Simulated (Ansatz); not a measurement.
Consider the ligand exchange at the Si–Cl bond: `Cl[SiH]1CS1` + PH₃ → `P[SiH]1CS1` + HCl.

Gas-phase electronic energies from Ansatz, PBE0-D4/def2-TZVP geometries. CCSD(T)/CBS is the MP2 limit (def2-TZVPP, def2-QZVPP) plus CCSD(T) − MP2 in def2-TZVPP, frozen cores. This one scheme is used for every species. Functionals use def2-TZVPP. B3LYP here is the variant with VWN-RPA as its local correlation; programs differ in this. One conformer a species, not always the lowest.

| level | ΔE (kcal/mol) |
| --- | --- |
| BLYP-D4 | 16.5 |
| r2SCAN-D4 | 16.7 |
| PBE0-D4 | 15.3 |
| B3LYP | 18.0 |

Problem. What does CCSD(T)/CBS give? (Best estimate.)

Solution. The calculation gave: +16.6 kcal/mol. The listed levels differ from it by -0.1, 0.1, -1.3, 1.4 kcal/mol.

Largest T1 diagnostic among the species: 0.013.

The D4 term adds −1.0 kcal/mol with B3LYP and −0.6 kcal/mol with PBE0; it sums over pairs of atoms, weighted by their polarisabilities, and B3LYP, whose exchange is more repulsive, gets the larger term. In def2-TZVPP, CCSD(T) changes the Hartree–Fock value by −4.4 kcal/mol (the triples alone add −0.6 kcal/mol) and MP2 by −3.9 kcal/mol. Leaving LDA and LC-ωPBE aside and taking each functional with its dispersion term where it has one, the values, not all of them listed here, spread over 3.8 kcal/mol, from revPBE-D4 to BHLYP-D4.
